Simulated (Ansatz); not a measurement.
Isolated molecules relaxed with PBE0-D4/def2-TZVP in Ansatz; ΔE leaves out vibrations. CBS: MP2 limit from def2 TZ/QZ plus the TZ coupled-cluster correction, frozen cores. This one scheme is used for every species. DFT in def2-TZVPP. One conformer a species, not always the lowest.

Reaction (formal exchange of groups at a B–F bond): `CBF` + `CSC` → `CBCSC` + H–F

| level | ΔE (kJ/mol) | difference from CCSD(T)/CBS |
| --- | --- | --- |
| LDA (SPW92) | 138.1 | -0.3 |
| PBE-D4 | 139.4 | 1.0 |
| CAM-B3LYP-D4 | 153.1 | 14.7 |
| r2SCAN | 149.3 | 10.9 |
| CAM-B3LYP | 159.5 | 21.1 |
| HF/def2-SVP | 175.1 | 36.7 |
| CCSD/def2-SVP | 165.8 | 27.4 |
| HF/def2-TZVPP | 168.7 | 30.3 |
| MP2/def2-QZVPP | 136.7 | -1.7 |
| SCS-MP2/def2-QZVPP | 144.0 | 5.6 |
| CCSD(T)/CBS | 138.4 | 0 |

Largest T1 diagnostic among the species: 0.012.

In def2-TZVPP, CCSD(T) changes the Hartree–Fock value by −25.1 kJ/mol (the triples alone add −2.7 kJ/mol) and MP2 by −29.1 kJ/mol. Leaving LDA and LC-ωPBE aside and taking each functional with its dispersion term where it has one, the values, not all of them listed here, spread over 19.6 kJ/mol, from revPBE-D4 to B2PLYP. LDA lies −8.2 kJ/mol from PBE without D4.
